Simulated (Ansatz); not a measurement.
Consider the ligand exchange at a Ge–C bond: `[NH2][GeH2][CH2][SiH3]` + `FCS` → `[NH2][GeH2][S]CF` + `C[SiH3]`.

Calculated with Ansatz (gas phase, PBE0-D4/def2-TZVP geometries, no zero-point term in ΔE). CCSD(T)/CBS adds triple-zeta CCSD(T) − MP2 to the extrapolated MP2 energy (def2 sets, frozen cores). This one scheme is used for every species. Functionals use def2-TZVPP. B3LYP here is the variant with VWN-RPA as its local correlation; programs differ in this. For Ge outer-core shells are correlated without core-valence functions, which leaves a few kJ/mol of doubt a bond. Scalar relativity is left out up to krypton. Each species was taken in one conformer, which may not be the lowest.

```json
{"level": "ωB97M-V", "ΔE (kcal/mol)": "-15.5"}
{"level": "r2SCAN", "ΔE (kcal/mol)": "-17.0"}
{"level": "B3LYP", "ΔE (kcal/mol)": "-16.8"}
{"level": "MP2/def2-QZVPP", "ΔE (kcal/mol)": "-15.2"}
```

**Question.** What does CCSD(T)/CBS give? (Estimate.)

**Answer.** The calculation gave: -14.8 kcal/mol. The listed levels differ from it by -0.7, -2.2, -2.0, -0.4 kcal/mol.

Largest T1 diagnostic among the species: 0.012.

In def2-TZVPP, CCSD(T) changes the Hartree–Fock value by +1.5 kcal/mol (the triples alone add −0.3 kcal/mol) and MP2 by +1.0 kcal/mol.
